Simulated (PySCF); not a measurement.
F3S, SMILES F[S](F)F, multiplicity 2. Atoms are numbered in the order given.

```xyz
4

F      0.0000     1.6573    -0.2853
S      0.0000     0.0000    -0.3588
F      0.0000    -1.6573    -0.2853
F      0.0000     0.0000     1.2084
```
Charge 0, spin multiplicity 2.

Coordinates come from a PBE0-D3(BJ)/def2-TZVP optimisation. The geometry has at least one imaginary mode, so it is a saddle point at that level. The isomer is the one that the SMILES or the coordinates give; other isomers of the formula were not compared.

All values below come from PBE/def2-TZVPD run with PySCF.

Mulliken values depend strongly on the basis, most of all with diffuse functions as here. Atomic charges (e):

```json
[
 {"atom": "F1", "meta-Löwdin": "___", "Mulliken": "-0.24", "Mulliken spin": "0.09"},
 {"atom": "S2", "meta-Löwdin": "___", "Mulliken": "0.58", "Mulliken spin": "0.76"},
 {"atom": "F3", "meta-Löwdin": "___", "Mulliken": "-0.24", "Mulliken spin": "0.09"},
 {"atom": "F4", "meta-Löwdin": "___", "Mulliken": "-0.10", "Mulliken spin": "0.06"}
]
```

### Question
Fill in the missing entries. (The exact figures need the calculation; the answer reports its results.)

### Answer

- F1, meta-Löwdin: -0.42
- S2, meta-Löwdin: 1.19
- F3, meta-Löwdin: -0.42
- F4, meta-Löwdin: -0.34
